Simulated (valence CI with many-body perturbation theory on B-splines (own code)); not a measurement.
## Valence orbitals of I III

Computed by relativistic CI+MBPT: five valence electrons over a frozen Dirac-Fock core [Kr] 4d10, a basis of 9 s, 9 p, 8 d, 6 f, 3 g, 1 h functions for each j, with the one-electron correlation potential Σ1, the two-electron term Σ2, the three-electron term Σ3, Breit, model QED; selected CI, second order for the rest, scaled by the run's own slope (own B-spline code, finite nucleus).

No measured spectrum was set against this ion. As an estimate, levels hold to about 250 cm⁻¹ or 0.2 % of their energy and the worst to 1 %, as in measured heavy ions of charge 2 to 7. Core correlation moves these levels by up to 5200 cm⁻¹, and in measured spectra 5 to 20 % of such shifts remained as error; rates that hang on mixing are uncertain with them. Among the levels kept, up to 1200 cm⁻¹ of a level comes from second order outside the variational space, and about a tenth of that is noise between levels of different J, which matters for small intervals.

These are the spectroscopic orbitals of the CI (the correlating ones are not listed), shaped by the core and the other valence electrons. h is the expectation value of the core's Dirac-Fock operator, without the valence repulsion; Σ1 is computed up to l = 3 at one energy for each symmetry, that of its lowest orbital but kept below the first core excitation, so for empty shells it is not the orbital's own correlation shift; Breit and QED include the response of the core.

| Orbital | h (hartree) | Σ1 (cm⁻¹) | Breit (cm⁻¹) | QED (cm⁻¹) | ⟨r⟩ (bohr) |
| --- | --- | --- | --- | --- | --- |
| 5s1/2 | -3.1125 | -12514 | 206 | 231 | 1.924 |
| 6s1/2 | -1.5227 | -2104 | 47.4 | 51.1 | 4.345 |
| 7s1/2 | -0.88694 | -722 | 17.5 | 18.9 | 7.879 |
| 8s1/2 | -0.58373 | -346 | 8.7 | 9.3 | 12.36 |
| 5p1/2 | -2.6263 | -9542 | 280 | -6.3 | 2.199 |
| 6p1/2 | -1.299 | -1571 | 58.9 | -1.4 | 5.089 |
| 7p1/2 | -0.78398 | -616 | 24.8 | -0.6 | 8.931 |
| 8p1/2 | -0.52735 | -314 | 13.0 | -0.3 | 13.73 |
| 5p3/2 | -2.5564 | -8759 | 151 | 10.1 | 2.274 |
| 6p3/2 | -1.274 | -1503 | 32.8 | 2.1 | 5.199 |
| 7p3/2 | -0.77218 | -594 | 14.7 | 0.9 | 9.075 |
| 8p3/2 | -0.52092 | -304 | 7.8 | 0.5 | 13.90 |
| 5d3/2 | -1.7667 | -3086 | 22.8 | -4.6 | 3.337 |
| 6d3/2 | -0.95079 | -841 | 7.5 | -1.5 | 7.063 |
| 7d3/2 | -0.61207 | -395 | 3.7 | -0.7 | 11.62 |
| 5d5/2 | -1.7553 | -2986 | 4.1 | -2.5 | 3.365 |
| 6d5/2 | -0.94655 | -821 | 1.4 | -0.8 | 7.098 |
| 7d5/2 | -0.60992 | -386 | 0.8 | -0.4 | 11.66 |
| 4f5/2 | -1.2771 | -1683 | -11.3 | -0.6 | 4.751 |
| 5f5/2 | -0.84526 | -1307 | -11.1 | -0.6 | 8.571 |
| 4f7/2 | -1.2786 | -1675 | -13.5 | -0.5 | 4.744 |
| 5f7/2 | -0.84542 | -1293 | -13.4 | -0.6 | 8.567 |
| 5g7/2 | -0.66304 |  | 0.0 | 0.0 | 9.124 |
| 5g9/2 | -0.66308 |  | 0.0 | 0.0 | 9.123 |

Among the shells of the start configuration 5s2 5p3, Σ1 is largest in size for 5s1/2, where it is 1.8 % of h.

Lowest root of each symmetry, sizes in configuration state functions:

```json
{"J": "1/2", "Parity": "even", "Roots": "11", "Reference": "27", "Variational": "39998", "Second order": "3288682", "Change by selected CI (cm⁻¹)": "-15119", "Change by second order (cm⁻¹)": "-214"}
{"J": "3/2", "Parity": "even", "Roots": "14", "Reference": "38", "Variational": "39996", "Second order": "6507499", "Change by selected CI (cm⁻¹)": "-14700", "Change by second order (cm⁻¹)": "-450"}
{"J": "5/2", "Parity": "even", "Roots": "12", "Reference": "37", "Variational": "39999", "Second order": "8201388", "Change by selected CI (cm⁻¹)": "-14338", "Change by second order (cm⁻¹)": "-621"}
{"J": "7/2", "Parity": "even", "Roots": "6", "Reference": "23", "Variational": "39981", "Second order": "7367464", "Change by selected CI (cm⁻¹)": "-17669", "Change by second order (cm⁻¹)": "-628"}
{"J": "9/2", "Parity": "even", "Roots": "3", "Reference": "14", "Variational": "39992", "Second order": "5773425", "Change by selected CI (cm⁻¹)": "-18337", "Change by second order (cm⁻¹)": "-416"}
{"J": "1/2", "Parity": "odd", "Roots": "5", "Reference": "42", "Variational": "40000", "Second order": "2828765", "Change by selected CI (cm⁻¹)": "-16272", "Change by second order (cm⁻¹)": "-260"}
{"J": "3/2", "Parity": "odd", "Roots": "8", "Reference": "65", "Variational": "39996", "Second order": "5618819", "Change by selected CI (cm⁻¹)": "-11900", "Change by second order (cm⁻¹)": "-268"}
{"J": "5/2", "Parity": "odd", "Roots": "4", "Reference": "56", "Variational": "39996", "Second order": "5472688", "Change by selected CI (cm⁻¹)": "-14130", "Change by second order (cm⁻¹)": "-426"}
{"J": "7/2", "Parity": "odd", "Roots": "2", "Reference": "37", "Variational": "39989", "Second order": "4435586", "Change by selected CI (cm⁻¹)": "-18886", "Change by second order (cm⁻¹)": "-341"}
```
